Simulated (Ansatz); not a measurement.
ClH5O2Si2 (`O[SiH](O)[SiH2]Cl`). Charge 0, multiplicity 1. All single points use the PBE0-D4/def2-TZVP geometry. It is one conformer, not always the lowest.

```xyz
10

O    -0.669    1.627    0.777
Si   -0.227    0.047    0.854
O    -1.483   -1.006    0.748
Si    1.097   -0.438   -1.024
Cl    0.335    0.779   -2.525
H    -0.907    1.964   -0.090
H     0.458   -0.078    2.165
H    -2.149   -0.991    1.438
H     1.021   -1.841   -1.500
H     2.524   -0.064   -0.842
```

Problem. What is the dipole moment at PBE/def2-TZVPP? (An estimate is asked.)

Solution. Computed: 1.31 D, with components (-0.60, -0.47, 1.06) D in this frame, pointing from negative to positive charge.

Problem. And with r2SCAN, B3LYP, ωB97M-V? (Best estimate.)

Solution. Computed: r2SCAN 1.35 D, B3LYP 1.36 D, ωB97M-V 1.38 D.

Problem. Give the Mulliken charges with PBE, B3LYP, r2SCAN in def2-TZVPP. (An estimate is asked.)

Solution. Computed: 
```tsv
atom	PBE	B3LYP	r2SCAN
O1	-0.34	-0.38	-0.40
Si2	0.47	0.56	0.58
O3	-0.34	-0.38	-0.40
Si4	0.25	0.31	0.33
Cl5	-0.24	-0.28	-0.28
H6	0.19	0.19	0.21
H7	-0.10	-0.10	-0.11
H8	0.19	0.19	0.20
H9	-0.04	-0.05	-0.06
H10	-0.05	-0.06	-0.07
```

B3LYP here is the variant with VWN-RPA as its local correlation; programs differ in this.
